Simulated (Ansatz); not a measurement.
Cost and result up the ladder for the cluster Ag2Ge (the lowest singlet isomer of a short search) (3 atoms). Total charge 0; singlet. Geometry: PBE0-D4/def2-TZVP.

```tsv
atom	x (Å)	y (Å)	z (Å)
Ag1	0.174	0.417	1.581
Ag2	-0.288	0.863	-1.370
Ge3	0.114	-1.280	-0.211
```

Ansatz on 4 threads of Arm Neoverse V1 on a shared host. Times are rough, and most runs start from the orbitals of an earlier one. CAM-B3LYP-D4/def2-TZVP serves as the yardstick here, not as an exact answer. Differences are given only for rows in sets of like size (and for xTB, whose basis is part of the method), since another set adds its own error. Binding counts from free atoms at the same level (Ag doublet, Ge triplet; other spins of the atoms weren't run), without zero-point energy or a counterpoise term.

In the def2 sets Ag takes a core potential; there is no spin–orbit coupling. Correlated methods freeze 9 core orbitals; core or outer-core shells of Ag, Ge are correlated, in sets that lack core-valence functions. The structure comes from a short search, and lower isomers may exist.

Run but left out: PBE-QIDH/def2-TZVP, MP2/def2-TZVP, CCSD(T)/def2-TZVPP (restricted singlet, unstable towards broken spin symmetry); HF/STO-3G (restricted singlet, unstable in another Hartree–Fock run and untested here).

Correlated methods converge slowly with the basis.

```tsv
level	functions	wall time
PBE-D4/def2-SVP	94	0.95 s
PBE-D4/def2-TZVP	128	1.2 s
revPBE-D4/def2-TZVP	128	1.3 s
PBE-D4/def2-TZVPD	134	1.4 s
BLYP-D4/def2-TZVP	128	1.5 s
PBE0-D4/def2-SVP	94	1.8 s
PBE0-D4/def2-TZVPD	134	1.8 s
CAM-B3LYP-D4/def2-TZVP	128	2 s
PBE0-D4/def2-TZVP	128	2.4 s
RPA@PBE/def2-TZVP	128	3.1 s
r2SCAN-D4/def2-TZVPD	134	3.6 s
r2SCANh-D4/def2-TZVP	128	3.6 s
r2SCAN-D4/def2-TZVP (with forces)	128	3.8 s
```

Question: Estimate what each level gives for the binding energy per atom (eV).

Answer: 
```json
{"level": "PBE-D4/def2-SVP", "binding energy per atom (eV)": "1.45", "difference from CAM-B3LYP-D4/def2-TZVP (eV)": "–"}
{"level": "PBE-D4/def2-TZVP", "binding energy per atom (eV)": "1.48", "difference from CAM-B3LYP-D4/def2-TZVP (eV)": "0.29"}
{"level": "revPBE-D4/def2-TZVP", "binding energy per atom (eV)": "1.35", "difference from CAM-B3LYP-D4/def2-TZVP (eV)": "0.16"}
{"level": "PBE-D4/def2-TZVPD", "binding energy per atom (eV)": "1.48", "difference from CAM-B3LYP-D4/def2-TZVP (eV)": "0.29"}
{"level": "BLYP-D4/def2-TZVP", "binding energy per atom (eV)": "1.41", "difference from CAM-B3LYP-D4/def2-TZVP (eV)": "0.22"}
{"level": "PBE0-D4/def2-SVP", "binding energy per atom (eV)": "1.24", "difference from CAM-B3LYP-D4/def2-TZVP (eV)": "–"}
{"level": "PBE0-D4/def2-TZVPD", "binding energy per atom (eV)": "1.27", "difference from CAM-B3LYP-D4/def2-TZVP (eV)": "0.08"}
{"level": "CAM-B3LYP-D4/def2-TZVP", "binding energy per atom (eV)": "1.19", "difference from CAM-B3LYP-D4/def2-TZVP (eV)": "0.00"}
{"level": "PBE0-D4/def2-TZVP", "binding energy per atom (eV)": "1.27", "difference from CAM-B3LYP-D4/def2-TZVP (eV)": "0.08"}
{"level": "RPA@PBE/def2-TZVP", "binding energy per atom (eV)": "1.14", "difference from CAM-B3LYP-D4/def2-TZVP (eV)": "-0.05"}
{"level": "r2SCAN-D4/def2-TZVPD", "binding energy per atom (eV)": "1.41", "difference from CAM-B3LYP-D4/def2-TZVP (eV)": "0.22"}
{"level": "r2SCANh-D4/def2-TZVP", "binding energy per atom (eV)": "1.33", "difference from CAM-B3LYP-D4/def2-TZVP (eV)": "0.14"}
{"level": "r2SCAN-D4/def2-TZVP (with forces)", "binding energy per atom (eV)": "1.41", "difference from CAM-B3LYP-D4/def2-TZVP (eV)": "0.22"}
```
